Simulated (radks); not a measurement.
Results of a calculation; reference values are marked as such.
Question: Excited configurations of the lanthanum ion La+: one electron is placed in a higher orbital outside [Xe] 5d1. The ground configuration is [Xe] 5d2. Level of theory: scalar-relativistic Kohn-Sham, r2SCAN, spin-unpolarised, spherical densities, finite nucleus; meta-GGA in the generalised Kohn-Sham scheme; Fermi nuclear charge, rms radius 4.855 fm (a radial shooting solver on a logarithmic mesh with Libxc functionals). Excitation = E - E(ground); binding = E(ion) - E, where the ion is the core of charge +2; n* = 2/sqrt(2 binding) in atomic units, and the quantum defect is n - n*.

| outer orbital | excitation (eV) | binding (eV) | n* | quantum defect | eigenvalue (eV) | <r> (bohr) |
|---|---|---|---|---|---|---|
| 4f | 1.203 | 9.280 | 2.422 | 1.578 | -3.091 | 1.540 |
| 5f | 7.087 | 3.396 | 4.003 | 0.997 | -2.366 | 8.803 |
| 6s | 0.037 | 10.446 | 2.283 | 3.717 | -8.208 | 4.139 |
| 6p | 2.902 | 7.582 | 2.679 | 3.321 | -5.773 | 5.140 |
| 6d | 5.929 | 4.554 | 3.457 | 2.543 | -3.361 | 7.703 |
| 7s | 5.443 | 5.040 | 3.286 | 3.714 | -3.990 | 8.358 |
| 7p | 6.480 | 4.003 | 3.687 | 3.313 | -3.164 | 10.01 |
| 7d | 7.729 | 2.754 | 4.445 | 2.555 | -2.128 | 13.71 |
| 7f | 8.885 | 1.598 | 5.836 | 1.164 | -1.238 | 23.19 |

Estimate the row for 6f.

Answer: excitation (eV) 8.224; binding (eV) 2.259; n* 4.908; quantum defect 1.092; eigenvalue (eV) -1.694; <r> (bohr) 15.26. The Delta-SCF ionisation energy is 10.483 eV (NIST Atomic Spectra Database: 11.185 eV, measured). Self-interaction in the functional shifts the binding energies and quantum defects, so they are the method's values and not measured ones. Spin polarisation and multiplet splitting are left out, so open shells lie too high by an amount that depends on their filling. Spin-orbit splitting is averaged out at the scalar-relativistic level.

Beside tabulated values, note that spin-unpolarised runs miss the spin-polarisation part of the exchange energy of open shells.
